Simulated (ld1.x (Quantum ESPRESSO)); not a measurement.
# Pseudopotential generation for Sc (Z = 21): TM, LDA (PZ), scalar-relativistic.

| Property | Result |
| --- | --- |
| Element | scandium (Sc) |
| Generator | ld1.x (Quantum ESPRESSO) 7.5 |
| Type | norm-conserving Troullier–Martins (Kleinman–Bylander form) |
| Functional | LDA (PZ) |
| Relativity | scalar-relativistic |
| Frozen core | [Ne] 3s2 |
| Valence charge | 9 |
| Reference configuration | 3p6 3d1 4s2 4p0 |
| Partial waves | 4s (bound): rc 1.35 bohr; 3p (bound): rc 1.30 bohr; 3d (bound): rc 2.65 bohr |
| Local potential | all-electron potential smoothed inside 1.60 bohr (lloc = -1) |
| Core correction | a·sin(br)/r model core, default radius (core density twice the valence density) |

Task: Does the generator finish with these settings?

Result: No. ld1.x (Quantum ESPRESSO) 7.5 stopped with "run_pseudo: Errors in PS-KS equation": the pseudo-atom solver did not find the valence states with the expected number of nodes, which is the usual sign of a ghost state. Before that it printed "Warning: n=1, l=0 expected 0 nodes, found 2".
